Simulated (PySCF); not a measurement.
**Radial density of Be+ (beryllium, charge +1)**

PBEsol, [He] 3d1, 2D determinant (an excited configuration). Calculation: PySCF 2.14, in aug-pcseg-2 (5s3p2d, 24 functions); no relativity, point nucleus.

| r (bohr) | 4πr²ρ (e/bohr) | 4πr²(ρα − ρβ) |
| --- | --- | --- |
| 0.00835 | 0.02815 | 0.0000 |
| 0.0140 | 0.07643 | 0.0000 |
| 0.0236 | 0.1995 | 0.0000 |
| 0.0397 | 0.4971 | 0.0000 |
| 0.0668 | 1.132 | -0.0001 |
| 0.112 | 2.238 | -0.0001 |
| 0.189 | 3.489 | -0.0002 |
| 0.318 | 3.729 | -0.0002 |
| 0.535 | 2.186 | 0.0000 |
| 0.900 | 0.4942 | 0.0011 |
| 1.51 | 0.03292 | 0.0100 |
| 2.54 | 0.03556 | 0.0355 |
| 4.28 | 0.1329 | 0.1329 |
| 7.20 | 0.1780 | 0.1780 |
| 12.1 | 0.001414 | 0.0014 |

The outer electron is Rydberg-like, and this basis confines it to a smaller radius and binds it less than a complete one would.
